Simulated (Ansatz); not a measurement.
(NaCl)2 ring (Na2Cl2) was relaxed with B3LYP-D4 (def2-TZVP) in Ansatz in these states: charge +1 doublet, neutral singlet. The geometries follow in no particular order.

A:

Cartesian coordinates in Å:
```
Na -0.6755 -1.1598 -0.8409
Cl 1.6415 -1.0912 0.1865
Na 0.6755 1.1598 0.8409
Cl -1.6414 1.0912 -0.1865
```

B:

Cartesian coordinates in Å:
```
Na 0.292 -0.480 -2.223
Cl -1.139 -0.735 0.009
Na -0.292 0.480 2.223
Cl 1.139 0.735 -0.009
```

**Question.** Judge from the bond lengths which geometry belongs to which state (an estimate).

**Answer.** A is the neutral singlet (Na1–Na3 3.168 Å, Na3–Cl4 2.535 Å, Na1–Cl2 2.535 Å); B is the charge +1 doublet (Na1–Na3 4.585 Å, Na3–Cl4 2.663 Å, Na1–Cl2 2.663 Å).

In the charge 1 doublet, Cl2 and Cl4 lie 2.71 Å apart (atoms count from 1), so these atoms are partly bonded to each other.
